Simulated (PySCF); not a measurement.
Species: C6H18Si4.
Atom-mapped SMILES: `[CH3:1][CH:2]([CH3:3])[Si@H:4]1[SiH2:5][Si@H:6]([CH:7]2[CH2:8][CH2:9]2)[SiH2:10]1` (hydrogens: H11, H12, H13 on C1; H14 on C2; H15, H16, H17 on C3; H18 on Si4; H19, H20 on Si5; H21 on Si6; H22 on C7; H23, H24 on C8; H25, H26 on C9; H27, H28 on Si10)

Method used: PBE0-D3(BJ)/def2-SVP geometry optimisation, gas phase (PySCF 2.14.0).

Question: What internal coordinates does the optimisation give?

Answer: 
```
                   bond  length (pm)   order
           C1–C2, C2–C3        152.6  single
                 C2–Si4        190.8  single
      Si4–Si5, Si4–Si10        236.8  single
      Si5–Si6, Si6–Si10        236.9  single
                 Si6–C7        187.1  single
           C7–C8, C7–C9        150.9  single
                  C8–C9        149.3  single
C1–H11 and 5 like bonds        110.3  single
                 C2–H14        110.6  single
                Si4–H18        149.8  single
      Si5–H19, Si10–H28        149.8  single
      Si5–H20, Si10–H27        150.0  single
                Si6–H21        150.0  single
                 C7–H22        109.6  single
         C8–H23, C9–H26        109.5  single
         C8–H24, C9–H25        109.3  single
```

Bonds in one row agree within 1 pm and their mean is given. Orders are formal, as drawn. A selection of angles:
```
       angle  degrees
    C1–C2–C3    111.9
   C1–C2–Si4    111.9
  C2–Si4–Si5    112.8
 C2–Si4–Si10    111.7
Si5–Si4–Si10     87.4
 Si4–Si5–Si6     88.7
  Si5–Si6–C7    118.9
Si5–Si6–Si10     87.4
 C7–Si6–Si10    117.5
   Si6–C7–C8    120.4
   Si6–C7–C9    120.8
    C8–C7–C9     59.3
    C7–C8–C9     60.4
```

Torsions: C1–C2–Si4–Si5 -44° (synclinal); C2–Si4–Si5–Si6 91° (anticlinal); Si4–Si5–Si6–C7 141° (anticlinal); Si5–Si6–C7–C8 -71° (synclinal); Si6–C7–C8–C9 -110° (anticlinal); Si5–Si6–Si10–Si4 -21° (synperiplanar); C2–Si4–Si10–Si6 -92° (anticlinal); Si6–C7–C9–C8 109° (anticlinal).

Si5 (SiH2 silicon) has angles from 88.7° to 119.5°. The 5 C–C bonds span 1.493 Å (C8–C9, drawn single) to 1.527 Å (C2–C3, drawn single), a spread of 0.034 Å. The 3-membered ring C7–C8–C9 has internal angles of 59.3° to 60.4°. The C–Si distances run from 1.871 Å (Si6–C7, drawn single) to 1.908 Å (C2–Si4, drawn single), a spread of 0.037 Å. The 4-membered ring Si4–Si5–Si6–Si10 has internal angles of 87.4° to 88.7° (sum 352°, against 360° for a flat polygon); it is puckered, 0.22 Å rms from its mean plane, widest ring torsion 21°. Si4 (SiH silicon) has angles from 87.4° to 117.2°. Of the pairs four or more bonds apart, Si5···H13 is among the closest relative to their van der Waals radii: 3.14 Å, 95 % of the sum of Bondi's values.

Point group: C1 (no symmetry element, even within 0.4 Å). Whether it is a minimum is left open (no frequencies). The numbers are those of one conformer.

Time: 12 min of wall time; peak memory 1.1 GiB. Hardware: one thread, Arm Neoverse V2 (aarch64), no GPU (shared host). These figures are those of the optimisation.
